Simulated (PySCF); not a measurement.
Computed shifts of a molecule C5H5Cl, PBE0/pcSseg-1 run with PySCF, GIAO, gas phase, atoms alike by connectivity averaged where their shifts nearly agree, in ppm (number of nuclei): ¹³C: 151.8 (1), 143.2 (1), 140.3 (1), 138.6 (1), 51.5 (1). ¹H: 6.95 (1), 6.79 (1), 6.73 (1), 3.27 (2). References: ³⁵Cl against HCl (σ = 945.9 ppm); ¹³C against TMS (σ = 186.3 ppm); ¹H against TMS (σ = 31.56 ppm), references at their B3LYP-D3(BJ)/def2-TZVP geometries, non-relativistic (without spin–orbit terms, shifts of atoms bonded to Cl or Br come out too high). Geometry optimised at ωB97X-D3(BJ)/def2-SVP. The values are those of a single conformer.

Q: Pick the molecule that these values belong to.
A) ClC1=CCC=C1
B) CC#C/C=C\Cl
C) C=C=CC(=C)Cl
D) ClC1=CC=CC1

A: D, ClC1=CC=CC1
